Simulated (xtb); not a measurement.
xtb job for SiHBr₃, SMILES Br[SiH](Br)Br, GFN2-xTB. 

```
$ xtb mol.xyz --gfn 2 --sp --chrg 0 --uhf 0 --json
$ cat mol.xyz
5

Si     0.00877676     0.64850881     0.00000000
Br    -1.04343493    -0.10575501     1.78700689
Br     2.08283260    -0.10758123    -0.00000001
Br    -1.04343495    -0.10575500    -1.78700689
H      0.01842998     2.08907019    -0.00000000
```

It prints:

```
[banner left out]
          |                Calculation Setup                |
           -------------------------------------------------



           -------------------------------------------------
          |                 G F N 2 - x T B                 |
           -------------------------------------------------

        Reference                      10.1021/acs.jctc.8b01176
      * Hamiltonian:
        H0-scaling (s, p, d)           1.850000    2.230000    2.230000
        zeta-weighting                 0.500000
      * Dispersion:
        s8                             2.700000
        a1                             0.520000
        a2                             5.000000
        s9                             5.000000
      * Repulsion:
        kExp                           1.500000    1.000000
        rExp                           1.000000
      * Coulomb:
        alpha                          2.000000
        third order                    shell-resolved
        anisotropic                    true
        a3                             3.000000
        a5                             4.000000
        cn-shift                       1.200000
        cn-exp                         4.000000
        max-rad                        5.000000


          ...................................................
          :                      SETUP                      :
          :.................................................:
          :  # basis functions                  41          :
          :  # atomic orbitals                  37          :
          :  # shells                           13          :
          :  # electrons                        26          :
          :  max. iterations                   250          :
          :  Hamiltonian                  GFN2-xTB          :
          :  restarted?                      false          :
          :  GBSA solvation                  false          :
          :  PC potential                    false          :
          :  electronic temp.          300.0000000     K    :
          :  accuracy                    1.0000000          :
          :  -> integral cutoff          0.2500000E+02      :
          :  -> integral neglect         0.1000000E-07      :
          :  -> SCF convergence          0.1000000E-05 Eh   :
          :  -> wf. convergence          0.1000000E-03 e    :
          :  Broyden damping             0.4000000          :
          :  net charge                          0          :
          :  unpaired electrons                  0          :
          ...................................................

 iter      E             dE          RMSdq      gap      omega  full diag
   1    -14.4281461 -0.144281E+02  0.112E+01    7.38       0.0  T
   2    -14.4803511 -0.522050E-01  0.701E+00    4.52       1.0  T
   3    -14.6063714 -0.126020E+00  0.479E+00    6.44       1.0  T
   4    -14.6373285 -0.309571E-01  0.233E+00    5.34       1.0  T
   5    -14.6500682 -0.127396E-01  0.121E+00    5.62       1.0  T
   6    -14.6453088  0.475938E-02  0.121E+00    6.01       1.0  T
   7    -14.6508222 -0.551341E-02  0.544E-01    5.83       1.0  T
   8    -14.6513776 -0.555342E-03  0.112E-01    5.77       1.0  T
   9    -14.6513841 -0.654262E-05  0.613E-02    5.76       1.0  T
  10    -14.6513881 -0.403227E-05  0.136E-02    5.76       3.3  T
  11    -14.6513869  0.119541E-05  0.197E-02    5.77       2.3  T
  12    -14.6513882 -0.128227E-05  0.513E-03    5.77       8.7  T
  13    -14.6513881  0.910781E-07  0.636E-03    5.76       7.0  T
  14    -14.6513882 -0.920363E-07  0.374E-03    5.77      12.0  T
  15    -14.6513882 -0.356413E-08  0.233E-03    5.77      19.2  T
  16    -14.6513882 -0.218808E-07  0.946E-04    5.76      47.3  T
  17    -14.6513882 -0.354455E-08  0.171E-05    5.76    2618.4  T

   *** convergence criteria satisfied after 17 iterations ***

         #    Occupation            Energy/Eh            Energy/eV
      -------------------------------------------------------------
         1        2.0000           -0.9029279             -24.5699
       ...           ...                  ...                  ...
         7        2.0000           -0.5009387             -13.6312
         8        2.0000           -0.4634993             -12.6125
         9        2.0000           -0.4632403             -12.6054
        10        2.0000           -0.4593447             -12.4994
        11        2.0000           -0.4567887             -12.4299
        12        2.0000           -0.4565468             -12.4233
        13        2.0000           -0.4531161             -12.3299 (HOMO)
        14                         -0.2412711              -6.5653 (LUMO)
        15                         -0.2396639              -6.5216
        16                         -0.2282463              -6.2109
        17                         -0.1724405              -4.6923
        18                         -0.0867125              -2.3596
       ...                                ...                  ...
        37                          1.1449257              31.1550
      -------------------------------------------------------------
                  HL-Gap            0.2118449 Eh            5.7646 eV
             Fermi-level           -0.3471936 Eh           -9.4476 eV

 SCC (total)                   0 d,  0 h,  0 min,  0.013 sec
 SCC setup                      ...        0 min,  0.000 sec (  0.789%)
 Dispersion                     ...        0 min,  0.000 sec (  0.183%)
 classical contributions        ...        0 min,  0.000 sec (  0.113%)
 integral evaluation            ...        0 min,  0.002 sec ( 14.986%)
 iterations                     ...        0 min,  0.008 sec ( 59.625%)
 molecular gradient             ...        0 min,  0.003 sec ( 23.441%)
 printout                       ...        0 min,  0.000 sec (  0.742%)

         :::::::::::::::::::::::::::::::::::::::::::::::::::::
         ::                     SUMMARY                     ::
         :::::::::::::::::::::::::::::::::::::::::::::::::::::
         :: total energy             -14.615854749833 Eh    ::
         :: gradient norm              0.000758469632 Eh/a0 ::
         :: HOMO-LUMO gap              5.764594394724 eV    ::
         ::.................................................::
         :: SCC energy               -14.651386597521 Eh    ::
         :: -> isotropic ES            0.029031099875 Eh    ::
         :: -> anisotropic ES          0.006508002946 Eh    ::
         :: -> anisotropic XC         -0.015610332804 Eh    ::
         :: -> dispersion             -0.005684209714 Eh    ::
         :: repulsion energy           0.035531847688 Eh    ::
         :: add. restraining           0.000000000000 Eh    ::
         :: total charge               0.000000000000 e     ::
         :::::::::::::::::::::::::::::::::::::::::::::::::::::

           -------------------------------------------------
          |                Property Printout                |
           -------------------------------------------------

    * Orbital Energies and Occupations

         #    Occupation            Energy/Eh            Energy/eV
      -------------------------------------------------------------
         1        2.0000           -0.9029279             -24.5699
         2        2.0000           -0.8688466             -23.6425
         3        2.0000           -0.8687798             -23.6407
         4        2.0000           -0.6981538             -18.9977
         5        2.0000           -0.5132267             -13.9656
         6        2.0000           -0.5014244             -13.6445
         7        2.0000           -0.5009387             -13.6312
Note: The following floating-point exceptions are signalling: IEEE_DENORMAL
normal termination of xtb
         8        2.0000           -0.4634993             -12.6125
         9        2.0000           -0.4632403             -12.6054
        10        2.0000           -0.4593447             -12.4994
        11        2.0000           -0.4567887             -12.4299
        12        2.0000           -0.4565468             -12.4233
        13        2.0000           -0.4531161             -12.3299 (HOMO)
        14                         -0.2412711              -6.5653 (LUMO)
        15                         -0.2396639              -6.5216
        16                         -0.2282463              -6.2109
        17                         -0.1724405              -4.6923
        18                         -0.0867125              -2.3596
        19                         -0.0854935              -2.3264
        20                         -0.0366723              -0.9979
        21                         -0.0364220              -0.9911
        22                         -0.0009459              -0.0257
        23                          0.0014372               0.0391
        24                          0.0014726               0.0401
       ...                                ...                  ...
        37                          1.1449257              31.1550
      -------------------------------------------------------------
                  HL-Gap            0.2118449 Eh            5.7646 eV
             Fermi-level           -0.3471936 Eh           -9.4476 eV

     #   Z          covCN         q      C6AA      α(0)
     1  14 Si       3.409     0.553   104.582    20.090
     2  35 Br       0.884    -0.168   189.551    22.198
     3  35 Br       0.878    -0.169   189.565    22.199
     4  35 Br       0.884    -0.168   189.551    22.198
     5   1 H        0.924    -0.049     4.068     3.154

 Mol. C6AA /au·bohr⁶  :       2849.590345
 Mol. C8AA /au·bohr⁸  :     176876.725654
 Mol. α(0) /au        :         89.838934


Wiberg/Mayer (AO) data.
largest (>0.10) Wiberg bond orders for each atom

 ---------------------------------------------------------------------------
     #   Z sym  total        # sym  WBO       # sym  WBO       # sym  WBO
 ---------------------------------------------------------------------------
     1  14 Si   4.188 --     2 Br   1.116     4 Br   1.116     3 Br   1.115
                             5 H    0.840
     2  35 Br   1.271 --     1 Si   1.116
     3  35 Br   1.271 --     1 Si   1.115
     4  35 Br   1.271 --     1 Si   1.116
     5   1 H    0.998 --     1 Si   0.840
 ---------------------------------------------------------------------------

Topologies differ in total number of bonds
Writing topology from bond orders to xtbtopo.mol

molecular dipole:
                 x           y           z       tot (Debye)
 q only:        0.005       0.586       0.000
   full:        0.031       1.372      -0.000       3.489
molecular quadrupole (traceless):
                xx          xy          yy          xz          yz          zz
 q only:       -2.028       0.011       3.921      -0.000       0.000      -1.892
  q+dip:       -6.490       0.030      12.846      -0.000       0.000      -6.355
   full:       -5.950       0.001      11.713      -0.000       0.000      -5.763


           -------------------------------------------------
          | TOTAL ENERGY              -14.615854749833 Eh   |
          | GRADIENT NORM               0.000758469632 Eh/α |
          | HOMO-LUMO GAP               5.764594394724 eV   |
           -------------------------------------------------

------------------------------------------------------------------------
------------------------------------------------------------------------
 total:
 SCF:
```

The run converged.

Cost: around 0.04 core-seconds (rough).
